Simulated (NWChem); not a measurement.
Ionisation of n-butyl acetate (C$_{6}$H$_{12}$O$_{2}$)

SMILES: CCCCOC(C)=O
```xyz
20

C     -3.9049     0.5913    -0.3104
C     -2.6812    -0.3037    -0.1921
C     -1.3737     0.4743    -0.1198
C     -0.1657    -0.4259    -0.0018
O      0.9989     0.3918     0.0582
C      2.1708    -0.2480     0.1729
C      3.3154     0.7226     0.2240
O      2.2653    -1.4458     0.2249
H     -3.8582     1.2156    -1.2171
H     -4.8331     0.0023    -0.3601
H     -3.9884     1.2715     0.5524
H     -2.7760    -0.9426     0.7037
H     -2.6464    -0.9973    -1.0509
H     -1.3908     1.1628     0.7425
H     -1.2605     1.1072    -1.0169
H     -0.2141    -1.0575     0.9012
H     -0.0840    -1.1134    -0.8606
H      3.1834     1.4146     1.0684
H      3.3318     1.3302    -0.6925
H      4.2580     0.1745     0.3288
```
Charge 0, spin multiplicity 1.

All runs are NWChem calculations. The geometry was optimised at PBE0/def2-SVP, with no frequency check, so it may be a saddle point. It is one conformer; others weren't searched.

Basis set: def2-SVP. −ε marks an orbital energy of the parent.

The correlated methods keep 8 core orbitals frozen. B3LYP has NWChem's definition, with VWN1-RPA local correlation.

For the first vertical ionisation energy, −ε(HOMO) of HF gives 12.12 eV and −ε(HOMO) of B3LYP gives 7.42 eV. What do −ε(HOMO) of r2SCAN, G0W0@LDA (SVWN5), −ε(HOMO) of PBE give?

−ε(HOMO) of r2SCAN: 6.39 eV; G0W0@LDA (SVWN5): 9.00 eV; −ε(HOMO) of PBE: 5.96 eV.
